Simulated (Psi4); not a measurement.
thioethanol (C2H6S), singlet, at a GFN2-xTB geometry; CCSD(T)/STO-3G (Psi4 1.11).

Psi4 was given this input:
```
memory 2 GB

molecule {
0 1
C     1.52061639    0.69110205   -0.00537013
C     0.01160357    0.83116525    0.00317706
S    -0.76180616   -0.83788851    0.00077464
H    -2.02039087   -0.40414507    0.00913826
H    -0.33041049    1.34965505    0.89884698
H    -0.33986788    1.35660473   -0.88474809
H     1.98452811    1.67524859   -0.00399531
H     1.85553895    0.14418625    0.87317856
H     1.84618103    0.15106283   -0.89165625
}

set {
  basis sto-3g
}

energy('ccsd(t)')
print_variables()
```

What the program printed (banner, timings and long lists left out):

```
   => Loading Basis Set <=

    Name: STO-3G
    Role: ORBITAL
    Keyword: BASIS

         ---------------------------------------------------------
                                   SCF
               by Justin Turney, Rob Parrish, Andy Simmonett
                          and Daniel G. A. Smith
                              RHF Reference
         ---------------------------------------------------------

  ==> Geometry <==

    Molecular point group: c1
    Full point group: C1

    Geometry (in Angstrom), charge = 0, multiplicity = 1:

       Center              X                  Y                   Z               Mass
    ------------   -----------------  -----------------  -----------------  -----------------
         C            1.568196339385     0.759077610971    -0.005357555385    12.000000000000
         C            0.059183519385     0.899140810971     0.003189634615    12.000000000000
         S           -0.714226210615    -0.769912949029     0.000787214615    31.972071174400
         H           -1.972810920615    -0.336169509029     0.009150834615     1.007825032230
         H           -0.282830540615     1.417630610971     0.898859554615     1.007825032230
         H           -0.292287930615     1.424580290971    -0.884735515385     1.007825032230
         H            2.032108059385     1.743224150971    -0.003982735385     1.007825032230
         H            1.903118899385     0.212161810971     0.873191134615     1.007825032230
         H            1.893760979385     0.219038390971    -0.891643675385     1.007825032230

  Running in c1 symmetry.

  Rotational constants: A =      0.96718  B =      0.18087  C =      0.16165 [cm^-1]
  Rotational constants: A =  28995.26618  B =   5422.33914  C =   4846.01945 [MHz]
  Nuclear repulsion =  107.456706415339127

  Charge       = 0
  Multiplicity = 1
  Electrons    = 34
  Nalpha       = 17
  Nbeta        = 17

  ==> Algorithm <==

  SCF Algorithm Type is PK.
  DIIS enabled.
  MOM disabled.
  Fractional occupation disabled.
  Guess Type is SAD.
  Energy threshold   = 1.00e-08
  Density threshold  = 1.00e-08
  Integral threshold = 1.00e-12

  ==> Primary Basis <==

  Basis Set: STO-3G
    Blend: STO-3G
    Number of shells: 17
    Number of basis functions: 25
    Number of Cartesian functions: 25
    Spherical Harmonics?: true
    Max angular momentum: 1

  ==> Integral Setup <==

  Using in-core PK algorithm.
   Calculation information:
      Number of atoms:                   9
      Number of AO shells:              17
      Number of primitives:             51
      Number of atomic orbitals:        25
      Number of basis functions:        25

      Integral cutoff                 1.00e-12
      Number of threads:                 1

  Performing in-core PK
  Using 105950 doubles for integral storage.
  We computed 11156 shell quartets total.
  Whereas there are 11781 unique shell quartets.

  ==> DiskJK: Disk-Based J/K Matrices <==

    J tasked:                  Yes
    K tasked:                  Yes
    wK tasked:                  No
    Schwarz Cutoff:          1E-12

  Minimum eigenvalue in the overlap matrix is 2.0966890777E-01.
  Reciprocal condition number of the overlap matrix is 8.6101690591E-02.
    Using symmetric orthogonalization.

  ==> Pre-Iterations <==

  SCF Guess: Superposition of Atomic Densities via on-the-fly atomic UHF (no occupation information).

   -------------------------
    Irrep   Nso     Nmo
   -------------------------
     A         25      25
   -------------------------
    Total      25      25
   -------------------------

  ==> Iterations <==

                        Total Energy        Delta E     RMS |[F,P]|

   @RHF iter SAD:  -468.94522101617065   -4.68945e+02   0.00000e+00
   @RHF iter   1:  -471.43653922456457   -2.49132e+00   8.15024e-03 DIIS/ADIIS
   @RHF iter   2:  -471.47157161009341   -3.50324e-02   2.07483e-03 DIIS/ADIIS
   @RHF iter   3:  -471.47330459635776   -1.73299e-03   3.55722e-04 DIIS/ADIIS
[...]
  @RHF Final Energy:  -471.47338616541168
    Total Energy =                       -471.4733861654116822
[...]
     1        -0.161566100722489    6.366e-02    0.001622    0.008298    0.008298    0.123988
     2        -0.176056744502733    2.359e-02    0.002472    0.013340    0.013340    0.137907
     3        -0.176730542816239    3.520e-03    0.002681    0.014584    0.014584    0.139638
     4        -0.176823703223947    1.015e-03    0.002750    0.015023    0.015023    0.140114
     5        -0.176819393934758    2.443e-04    0.002768    0.015132    0.015132    0.140183
     6        -0.176817495385848    5.058e-05    0.002771    0.015151    0.015151    0.140191
     7        -0.176817950604979    1.666e-05    0.002772    0.015156    0.015156    0.140194
     8        -0.176817988955995    4.415e-06    0.002772    0.015157    0.015157    0.140195
     9        -0.176817885549233    1.046e-06    0.002772    0.015157    0.015157    0.140195
    10        -0.176817874354766    2.754e-07    0.002772    0.015157    0.015157    0.140195
    11        -0.176817875940520    7.954e-08    0.002772    0.015157    0.015157    0.140195

    Iterations converged.

    Largest TIA Amplitudes:
             15   1        -0.0100024864
             15   0         0.0079721486
              8   1        -0.0037336718
              9   1         0.0034789289
             16   7         0.0034170740
             15   4         0.0027370113
             16   2        -0.0026070846
             12   0        -0.0022183488
              7   0        -0.0021727383
             14   0         0.0021472439

    Largest TIjAb Amplitudes:
     15  15   0   0        -0.0737706688
     14  14   1   1        -0.0541030072
     12  12   4   4        -0.0461233817
     14  14   0   0        -0.0405108501
     13  13   2   2        -0.0395835419
     10  13   2   7        -0.0354187494
     13  10   7   2        -0.0354187494
     10  10   2   2        -0.0349922320
     13  13   7   7        -0.0349390365
     14  15   0   0         0.0308586048

    SCF energy       (wfn)                    = -471.473386165411682
    Reference energy (file100)                = -471.473386165411512

    Opposite-spin MP2 correlation energy      =   -0.119817801852080
    Same-spin MP2 correlation energy          =   -0.011836187949202
    Singles MP2 correlation energy            =   -0.000000000000000
    MP2 correlation energy                    =   -0.131653989801283
      * MP2 total energy                      = -471.605040155212805

    Opposite-spin CCSD correlation energy     =   -0.167627831719834
    Same-spin CCSD correlation energy         =   -0.009190044220687
    Singles CCSD correlation energy           =    0.000000000000000
    CCSD correlation energy                   =   -0.176817875940520
      * CCSD total energy                     = -471.650204041352026

            **************************
            *                        *
            *        CCTRIPLES       *
            *                        *
            **************************

    Wave function   =    CCSD_T
    Reference wfn   =      RHF

    Nuclear Rep. energy (wfn)                =  107.456706415339127
    SCF energy          (wfn)                = -471.473386165411682
    Reference energy    (file100)            = -471.473386165411512
    CCSD energy         (file100)            =   -0.176817875940520
    Total CCSD energy   (file100)            = -471.650204041352026

    Number of ijk index combinations:              969
    Approx. words needed per explicit thread:            2048
    Number of threads for explicit ijk threading:    1

    MKL num_threads set to 1 for explicit threading.

    (T) energy                                =   -0.000880531095237
      * CCSD(T) total energy                  = -471.651084572447246

  Variable Map:
  ----------------------------------------------------------------------------
[...]
  Array Variable Map:
  ----------------------------------------------------------------------------
[...]
[...]
```
